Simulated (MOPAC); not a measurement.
MOPAC input (PM7):

```
PM7 PRECISE GNORM=0.05 LET XYZ UHF MS=0.5 GEO-OK AUX(PRECISION=9) THREADS=1
H4NSi

N     1.15580800 1   -0.31373300 1   -0.31237400 1
Si   -0.46273500 1    0.16813800 1    0.16347800 1
H     1.16009600 1   -1.03632700 1   -1.03690700 1
H    -1.09166000 1   -0.96420500 1    0.89488000 1
H    -1.30705400 1    0.50029200 1   -1.01421000 1
H    -0.37375200 1    1.34244000 1    1.05416700 1
```

From the output:

```
                                                       MOPAC v23.2.5 Linux

          FINAL HEAT OF FORMATION =         34.82781 KCAL/MOL =     145.71957 KJ/MOL

          COSMO AREA              =         90.68 SQUARE ANGSTROMS
          COSMO VOLUME            =         76.42 CUBIC ANGSTROMS

          GRADIENT NORM           =          0.02982          =       0.01218 PER ATOM
          IONIZATION POTENTIAL    =         10.256891 EV
          ALPHA SOMO LUMO (EV)    =        -11.325  0.975
          BETA  SOMO LUMO (EV)    =        -10.257 -0.599
          NO. OF ALPHA ELECTRONS  =          7
          NO. OF BETA  ELECTRONS  =          6
          MOLECULAR WEIGHT        =         46.1238         POINT GROUP:  C1

          MOLECULAR DIMENSIONS (Angstroms)

            Atom       Atom       Distance
            H     4    H     3     3.38638
            H     5    N     1     2.39720
            H     6    H     4     2.17039

          SCF CALCULATIONS        =         68

   ATOM   CHEMICAL          X               Y               Z
  NUMBER   SYMBOL      (ANGSTROMS)     (ANGSTROMS)     (ANGSTROMS)

     1       N          1.12033328  *  -0.45694143  *  -0.26077891  *
     2      Si         -0.49683517  *   0.15943605  *   0.16110181  *
     3       H          1.43047041  *  -0.54336874  *  -1.21274694  *
     4       H         -1.11002717  *  -0.85685357  *   1.00426479  *
     5       H         -1.35571151  *   0.43443769  *  -0.98153187  *
     6       H         -0.26485023  *   1.38778065  *   0.90814828  *

                             CARTESIAN COORDINATES

   1    N        1.120333275    -0.456941435    -0.260778912
   2   Si       -0.496835174     0.159436052     0.161101809
   3    H        1.430470413    -0.543368737    -1.212746936
   4    H       -1.110027173    -0.856853567     1.004264792
   5    H       -1.355711508     0.434437692    -0.981531868
   6    H       -0.264850233     1.387780653     0.908148277

           Empirical Formula: H4 N Si  =     6 atoms

      MOLECULAR POINT GROUP   :   C1

          ALPHA EIGENVALUES
 -33.93927 -18.35792 -15.57410 -13.81009 -13.04838 -11.78905 -11.32525   0.97479
   2.31012   2.33657   5.51456   7.76023  20.74299  21.13776  21.42879  21.86581
  22.31937

           BETA EIGENVALUES
 -31.47355 -18.09827 -14.98774 -13.04956 -12.88319 -10.25689  -0.59879   1.32268
   2.34027   2.60769   5.94475   7.85633  20.72837  21.18528  21.62682  21.86516
  22.34922

              NET ATOMIC CHARGES AND DIPOLE CONTRIBUTIONS

  ATOM NO.   TYPE          CHARGE      No. of ELECS.   s-Pop       p-Pop       d-Pop
    1          N          -0.507151        5.5072     1.75241     3.75474
    2         Si           0.116631        3.8834     0.90626     2.82263     0.15447
    3          H           0.258833        0.7412     0.74117
    4          H           0.052303        0.9477     0.94770
    5          H           0.026141        0.9739     0.97386
    6          H           0.053242        0.9468     0.94676
 DIPOLE           X         Y         Z       TOTAL
 POINT-CHG.    -1.746     0.721    -0.421     1.935
 HYBRID         0.413    -0.148    -0.904     1.004
 SUM           -1.333     0.573    -1.325     1.965

          ATOMIC ORBITAL ELECTRON POPULATIONS

     Atom    s        px        py        pz      x^2-y^2     xz        z^2       yz        xy
    1  N   1.75241   1.33344   1.04597   1.37533
    2 Si   0.90626   0.76799   1.02398   1.03066   0.03581   0.04520   0.01580   0.02721   0.03045
    3  H   0.74117
    4  H   0.94770
    5  H   0.97386
    6  H   0.94676

                    (SZ)    =    0.500000
                    (S**2)  =    0.760521

          ATOMIC ORBITAL SPIN POPULATIONS

    Atom   Total    s     px     py     pz   x^2-y^2  xz     z^2    yz     xy
         Atomic
    1  N  1.0830  0.018  0.187  0.844  0.034
    2 Si -0.0985 -0.011 -0.055 -0.031 -0.017  0.006  0.000 -0.000  0.004  0.007
    3  H -0.0426 -0.043
    4  H  0.0262  0.026
    5  H -0.0002 -0.000
    6  H  0.0321  0.032

 **********************
 *                    *
 * JOB ENDED NORMALLY *
 *                    *
 **********************

 == MOPAC DONE ==
```

The geometry given is a B3LYP-D3(BJ)/def2-TZVP minimum.
